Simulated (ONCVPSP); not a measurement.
Zr: ONCV pseudisation with PBE, scalar-relativistic reference atom.

```
Element                 : Zr (Z = 40)
Generator               : ONCVPSP 4.0.1
Type                    : optimised norm-conserving Vanderbilt (ONCV)
Functional              : PBE
Relativity              : scalar-relativistic
Frozen core             : [Ar] 3d10
Valence charge          : 12
Reference configuration : 4s2 4p6 4d2 5s1 (charge +1)
Partial waves           : 4s+5s: rc 1.90 bohr, ncon 4, nbas 8, qcut 7 1/bohr, 2 projectors; 4p: rc 1.90 bohr, ncon 4, nbas 9, qcut 6.6 1/bohr, 3 projectors, debl 3.8 Ha; 4d: rc 2.80 bohr, ncon 4, nbas 8, qcut 6 1/bohr, 1 projector
Local potential         : polynomial inside 1.80 bohr (lpopt 5, dvloc0 0 Ha)
Core correction         : none
```

All-electron outer shells of the reference configuration (PBE, scalar-relativistic, ld1.x):

| shell | level (eV) | outermost node (bohr) | outermost maximum (bohr) |
| --- | --- | --- | --- |
| 3d | -181.39 | – | 0.35 |
| 4s | -61.18 | 0.55 | 1.08 |
| 4p | -39.14 | 0.56 | 1.17 |
| 4d | -9.98 | 0.58 | 1.59 |
| 5s | -9.94 | 1.46 | 3.00 |

(1) Estimate the cutoffs (Ha) at which the residual kinetic energy of the hardest occupied pseudo-wave falls to 1 and 0.1 mHa per electron.

(2) What does a ghost test show?

(3) Tests: 4s2 4p6 4d2 5s2; 4s2 4p6 4d2 5s0; 4s2 4p6 4d1 5s0; 4s2 4p6 4d2 5s0 5p2. Which has the largest error in its energy relative to the reference configuration, and how large is it?

Answers

(1) 16 Ha and 19 Ha.

(2) Ghosts flagged at negative energy: s at -1587.1 eV; no localised positive-energy state flagged. A true bound ghost makes a file unfit for plane-wave use.

(3) 4s2 4p6 4d1 5s0, with +17 meV (all-electron minus pseudo) on +35.57 eV.
